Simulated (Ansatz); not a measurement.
C4H8NO (SMILES [CH2]C(=O)N(C)C), doublet (typed; the unrestricted solution is spin-contaminated), at a GFN2-xTB geometry; CCSD(T)/STO-3G run with Ansatz (a program for electronic structure).

Here is a job for Ansatz.
Ansatz 0.2 input:
```yaml
crystal:
  periodic: [false, false, false]
  atoms:
    - {symbol: C, position_ang: [1.65976568, -0.94200713, -0.15316346]}
    - {symbol: C, position_ang: [0.79434405, 0.14846511, 0.13409617]}
    - {symbol: O, position_ang: [1.20802231, 1.20512703, 0.61524242]}
    - {symbol: N, position_ang: [-0.55375410, -0.02185898, -0.12037189]}
    - {symbol: C, position_ang: [-1.46771921, 1.00555948, 0.30337301]}
    - {symbol: C, position_ang: [-1.12854011, -1.21496915, -0.68598781]}
    - {symbol: H, position_ang: [1.31825804, -1.92677478, -0.40461224]}
    - {symbol: H, position_ang: [2.71033890, -0.79143733, 0.01272719]}
    - {symbol: H, position_ang: [-2.06699405, 1.35635046, -0.54033177]}
    - {symbol: H, position_ang: [-2.13777724, 0.63240220, 1.08330828]}
    - {symbol: H, position_ang: [-0.87815217, 1.83123658, 0.69893060]}
    - {symbol: H, position_ang: [-0.57182946, -1.53955070, -1.56552403]}
    - {symbol: H, position_ang: [-1.15861846, -2.03536458, 0.03950843]}
    - {symbol: H, position_ang: [-2.15022780, -0.99715512, -0.99325006]}
basis:
  gaussian:
    orbitals: STO-3G
magnetization: {spin_polarized: true, initial_magnetization: 1}
correlation: {method: ccsd_t, electrons: outside_noble_gas}
accuracy: high
```

What the program printed (banner, timings and long lists left out):

```
Functional definition: HF
853 factors; integrals over basis functions are off by at most 2.4e-9 eV
mean field evaluation 1: about -7661.4588 eV, gradient 2.6e1 eV
mean field evaluation 2: about -7661.8169 eV, gradient 2.6e1 eV
mean field evaluation 4: about -7667.5702 eV, gradient 3.6e0 eV
mean field evaluation 8: about -7668.2605 eV, gradient 1.2e0 eV
mean field evaluation 16: about -7661.8164 eV, gradient 2.6e1 eV
mean field evaluation 32: about -7665.0674 eV, gradient 8.3e0 eV
mean field evaluation 64: about -7663.4614 eV, gradient 6.7e0 eV
mean field evaluation 96: about -7666.4996 eV, gradient 1.1e-1 eV
mean field -7668.34603069 eV, -281.8065188363 hartree, gradient 1.0e-8 eV, S^2 1.034755; 4 other end points of the search recorded, 0 dependent functions left out
determinant -7668.34603069 eV, -281.8065188363 hartree, with singles and doubles -7677.96698733 eV, -282.1600824714 hartree
determinant -7666.58267153 eV, -281.7417165825 hartree, with singles and doubles -7676.23233198 eV, -282.0963350630 hartree
6 core orbitals not correlated
reference -7668.34603069 eV, -281.8065188363 hartree; 18, 17 occupied and 14, 15 virtual orbitals, 853 factors
second order -7.10285003 eV of doubles, -0.00000000 eV of singles
cycle   1  -9.62410153 eV  change   -3.1e-3 eV  update   3.6e-3
cycle   2  -9.62701318 eV  change   -2.9e-3 eV  update   2.8e-3
cycle   3  -9.62933712 eV  change   -2.3e-3 eV  update   1.9e-3
cycle   4  -9.62975440 eV  change   -4.2e-4 eV  update   1.0e-3
cycle   5  -9.63148990 eV  change   -1.7e-3 eV  update   4.4e-4
cycle   6  -9.63268788 eV  change   -1.2e-3 eV  update   2.0e-4
cycle   7  -9.63263137 eV  change    5.7e-5 eV  update   1.2e-4
cycle   8  -9.63213182 eV  change    5.0e-4 eV  update   9.1e-5
cycle   9  -9.63199714 eV  change    1.3e-4 eV  update   5.1e-5
cycle  10  -9.63204492 eV  change   -4.8e-5 eV  update   3.3e-5
cycle  11  -9.63211133 eV  change   -6.6e-5 eV  update   2.1e-5
cycle  12  -9.63214192 eV  change   -3.1e-5 eV  update   1.1e-5
cycle  13  -9.63214026 eV  change    1.7e-6 eV  update   3.5e-6
cycle  14  -9.63214017 eV  change    8.9e-8 eV  update   1.3e-6
cycle  15  -9.63214170 eV  change   -1.5e-6 eV  update   5.6e-7
cycle  16  -9.63214240 eV  change   -7.0e-7 eV  update   2.9e-7
cycle  17  -9.63214248 eV  change   -8.1e-8 eV  update   1.3e-7
cycle  18  -9.63214240 eV  change    7.4e-8 eV  update   7.0e-8
cycle  19  -9.63214227 eV  change    1.3e-7 eV  update   4.2e-8
cycle  20  -9.63214233 eV  change   -6.2e-8 eV  update   1.4e-7
cycle  21  -9.63214241 eV  change   -7.2e-8 eV  update   4.9e-8
cycle  22  -9.63214245 eV  change   -4.5e-8 eV  update   2.2e-8
cycle  23  -9.63214248 eV  change   -2.7e-8 eV  update   1.2e-8
cycle  24  -9.63214249 eV  change   -1.8e-8 eV  update   7.0e-9
cycle  25  -9.63214250 eV  change   -7.5e-9 eV  update   3.8e-9
cycle  26  -9.63214250 eV  change   -2.1e-9 eV  update   2.1e-9
perturbative correction -0.16368754 eV, -0.0060154060 hartree
Total energy: -7678.14186073 eV, -282.1665089504 hartree
```
